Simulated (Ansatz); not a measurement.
```xyz
8

F    -1.0011    0.7067    1.4837
Si    0.5346    0.3658    1.2837
F     1.2345    1.7359    0.9067
S     0.7948   -1.0721   -0.2299
Si   -0.4945   -0.2379   -1.7311
H     1.1002   -0.1283    2.5472
H    -1.9216   -0.3091   -1.3168
H    -0.2470   -1.0610   -2.9435
```

Charge 0, multiplicity 2.

Problem. List the ωB97M-V/def2-TZVPP orbital energies in eV (the Gaussian-basis code of Ansatz). (An estimate is asked.)

Solution. Computed: α occupied: -2427.13, -1809.40, -1808.05, -677.99, -677.93, -221.16, -164.23, -164.20, -164.12, -150.23, -149.05, -104.38, -104.36, -104.31, -103.28, -103.16, -103.10, -36.83, -36.30, -23.71, -19.02, -17.62, -16.93, -16.43, -16.16, -15.31, -14.87, -14.30, -13.00, -12.27, -11.97, -10.77, -8.22. α empty: 1.48, 1.92, 2.06, 2.78, 3.25, 3.57, 4.62, 5.12. β occupied: -2427.11, -1809.40, -1807.95, -677.99, -677.92, -221.14, -164.21, -164.16, -164.08, -150.23, -148.95, -104.38, -104.36, -104.31, -103.09, -103.03, -102.98, -36.83, -36.30, -23.59, -18.98, -17.17, -16.92, -16.39, -16.12, -15.31, -14.87, -14.24, -12.81, -12.00, -11.77, -10.54. β empty: -1.32, 1.66, 2.08, 2.17, 2.84, 3.43, 3.67, 4.70. ⟨S²⟩ = 0.752.
